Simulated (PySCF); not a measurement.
One of the candidates below gave these computed data.

All candidates are C4H8SSi2.

* NMR, other nuclei: isotropic shieldings of nuclei other than C and H, by class: 388 (1 Si), 448 (1 Si), 707 (1 S) ppm [GIAO PBE0/pcSseg-1]
* UV, strongest line: among the 8 lowest singlet transitions: S8 at 6.92 eV (179 nm, f = 0.091) [TDDFT CAM-B3LYP/def2-SVPD]
* 1H NMR: chemical shifts (computed TMS as zero) by class: 6.51 (1 H), 6.47 (1 H), 6.30 (1 H), 5.15 (1 H), 4.26 (3 H), 0.44 (1 H) ppm [GIAO PBE0/pcSseg-1]
* 13C NMR: chemical shifts (computed TMS as zero) by class: 145.1 (1 C), 141.9 (1 C), 117.1 (1 C), 115.7 (1 C) ppm [GIAO PBE0/pcSseg-1]
* Rotational structure: rotational constants A, B, C: 1.916, 0.669, 0.530 GHz [GFN2-xTB]
* Polarisability: 122.4 au [CAM-B3LYP/def2-SVPD]

Electronic properties: PySCF, gas phase, density fitting. Levels stand in brackets. Geometry: GFN2-xTB, one conformer, isolated molecule. GFN2-xTB frequencies show an imaginary mode (26i cm⁻¹), so this geometry is no minimum at that level. NMR values are class means; diastereotopic atoms form classes of their own.

Question: Which candidate is it?
A. `[SiH3]S[SiH]1C=CC=C1`
B. `C=CS[SiH2]C#C[SiH3]`
C. `[SiH3]C1=C([SiH3])C(=S)C1`
D. `C#C[C@@H]1[SiH2][SiH2]CS1`
E. `C=C[Si@@H](S)C#C[SiH3]`

Answer: E. It is `C=C[Si@@H](S)C#C[SiH3]`. Numbering: `[CH2:1]=[CH:2][Si@@H:3]([SH:4])[C:5]#[C:6][SiH3:7]`. Its formula, C4H8SSi2, gives 3 degrees of unsaturation: 0 rings and 3 π bonds in the structure found. 4 carbons fall into 4 classes; from least to most shielded: terminal =CH2 carbon [C1] (145.1 ppm), alkene CH carbon [C2] (141.9 ppm), alkyne carbon [C5] (117.1 ppm), alkyne carbon [C6] (115.7 ppm). Hydrogen classes from least to most shielded: 1 H on a terminal =CH2 carbon, C1 (6.51 ppm), 1 H on a terminal =CH2 carbon, C1 (6.47 ppm), 1 H on an alkene CH carbon, C2 (6.30 ppm), 1 H on an SiH silicon, Si3 (5.15 ppm), 3 H on an SiH3 silicon, Si7 (4.26 ppm), 1 H on a sulfur bonded to Si and H, S4 (0.44 ppm). The other shieldings belong to: 388 ppm, SiH silicon [Si3]; 448 ppm, SiH3 silicon [Si7]; 707 ppm, sulfur bonded to Si and H [S4]. The optimised geometry has point group C1 and is an asymmetric top.

The others, at the same levels:
- `[SiH3]C1=C([SiH3])C(=S)C1` fails: its computed 13C shifts are 251.7 (1 C), 202.4 (1 C), 176.2 (1 C), 58.2 (1 C) ppm, 1H shifts are 4.51 (3 H), 4.08 (3 H), 3.57 (2 H) ppm and strongest line among the 8 lowest singlet transitions is S2 at 4.59 eV (270 nm, f = 0.399) (against S8 at 6.92 eV).
- `C#C[C@@H]1[SiH2][SiH2]CS1` fails: its computed 13C shifts are 87.9 (1 C), 79.7 (1 C), 25.4 (1 C), 16.5 (1 C) ppm, 1H shifts are 4.31 (1 H), 4.28 (1 H), 4.12 (1 H), 3.97 (1 H), 3.32 (1 H), 2.61 (1 H), 2.20 (1 H), 1.88 (1 H) ppm and strongest line among the 8 lowest singlet transitions is S6 at 6.42 eV (193 nm, f = 0.048) (against S8 at 6.92 eV).
- `[SiH3]S[SiH]1C=CC=C1` fails: it has 2 carbon classes against 4; its computed 13C shifts are 155.4 (2 C), 135.8 (2 C) ppm, 1H shifts are 7.24 (2 H), 6.21 (2 H), 5.34 (1 H), 4.75 (3 H) ppm and strongest line among the 8 lowest singlet transitions is S5 at 6.27 eV (198 nm, f = 0.037) (against S8 at 6.92 eV).
- `C=CS[SiH2]C#C[SiH3]` fails: its computed 13C shifts are 137.6 (1 C), 119.9 (1 C), 117.5 (1 C), 114.2 (1 C) ppm, 1H shifts are 6.42 (1 H), 5.60 (1 H), 5.60 (1 H), 4.95 (2 H), 4.24 (3 H) ppm and strongest line among the 8 lowest singlet transitions is S5 at 5.86 eV (212 nm, f = 0.060) (against S8 at 6.92 eV).

Each candidate is one conformer, not necessarily the lowest. Dipoles, sizes and rotational constants follow the conformer. The torsions of the flexible species, by atom-mapped SMILES:
- `[CH2:1]=[CH:2][Si@@H:3]([SH:4])[C:5]#[C:6][SiH3:7]`: C1–C2–Si3–S4 -130°, H–S4–Si3–C2 58°
- `[SiH3:1][S:2][SiH:3]1[CH:4]=[CH:5][CH:6]=[CH:7]1`: Si1–S2–Si3–C4 -51°
- `[CH2:1]=[CH:2][S:3][SiH2:4][C:5]#[C:6][SiH3:7]`: C1–C2–S3–Si4 5°, C2–S3–Si4–C5 -63°

The conformers of `C#C[C@@H]1[SiH2][SiH2]CS1` aren't listed.
